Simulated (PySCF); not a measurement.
**Ionising TlAs**

r²SCAN; Tl cc-pVDZ-PP with ECP60, As cc-pVDZ-PP with ECP10; scalar-relativistic core potentials (PySCF 2.14). Neutral (UKS): triplet (π ↑↑), Re = 2.828 Å, ωe = 155 cm⁻¹, De = 1.73 eV, HOMO -4.30 eV, LUMO -3.24 eV.

TlAs⁺ (UKS): quartet (σ ↑, π ↑↑), Re = 3.159 Å, ωe = 73.0 cm⁻¹. The energies at the minima are -504.92695 hartree for TlAs and -504.67608 for TlAs⁺.

(1) Work out the adiabatic ionisation energy, without and with harmonic zero-point energies (1 hartree = 27.2114 eV, 1 eV = 8065.5 cm⁻¹), and the change of the bond length.

These are scalar-relativistic numbers at best; spin–orbit coupling would shift them, the dissociation energy most. States were picked by a PBE0 search and need not be the measured ground states.

Answers

(1) At r²SCAN: 0.25087 hartree = 6.827 eV between the minima; the zero-point term (73.0 − 155.0)/2 cm⁻¹ = -0.005 eV makes it 6.821 eV. Re changes by +33.1 pm against the neutral. The electron leaves a σ orbital, and the ion is left as a loose complex of an ion and an atom.
